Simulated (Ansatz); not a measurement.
`C[SiH](O)[AlH][OH]`, 12 atoms. Total charge 0; spin multiplicity 1. All runs use 4 threads of an Arm Neoverse V1 on a shared host. Correlated methods freeze the cores.

Question: How many basis functions does each run have, and how long does it take in Ansatz? RHF-CCSD(T)/def2-TZVPP energy; RKS PBE0-D4/def2-SVP energy; RKS PBE0-D4/def2-QZVPP energy; RKS PBE0-D4/def2-TZVPP energy; RKS PBE0-D4/def2-TZVP relaxation (10 steps); RKS ωB97M-V/def2-SVP energy; RKS HSE06 (plane-wave form)-D4/def2-TZVPP energy; RKS r2SCAN-D4/def2-TZVPP energy and forces; direct RPA on PBE orbitals/def2-TZVPP energy; RKS ωB97M-V/def2-QZVPP energy; RKS PBE0-D4/def2-TZVP frequencies; RHF-MP2/def2-QZVPP energy. (An estimate is asked.)

Answer: The calculation gave: Other jobs shared the machine, so times are rough.

```tsv
level	job	functions	wall time	peak host memory (GiB)
RKS PBE0-D4/def2-SVP	energy	113	1.3 s	0.26
RKS PBE0-D4/def2-TZVPP	energy	275	4.1 s	0.72
RKS HSE06 (plane-wave form)-D4/def2-TZVPP	energy	275	4.6 s	0.77
RKS ωB97M-V/def2-SVP	energy	113	6 s	0.37
RKS r2SCAN-D4/def2-TZVPP	energy and forces	275	7 s	0.4
direct RPA on PBE orbitals/def2-TZVPP	energy	275	11 s	0.72
RKS PBE0-D4/def2-QZVPP	energy	521	12 s	2
RKS ωB97M-V/def2-QZVPP	energy	521	26 s	2.4
RHF-MP2/def2-QZVPP	energy	521	30 s	3.4
RKS PBE0-D4/def2-TZVP	relaxation (10 steps)	209	43 s	0.56
RKS PBE0-D4/def2-TZVP	frequencies	209	3.3 min	0.56
RHF-CCSD(T)/def2-TZVPP	energy	275	4.2 min	7.2
```
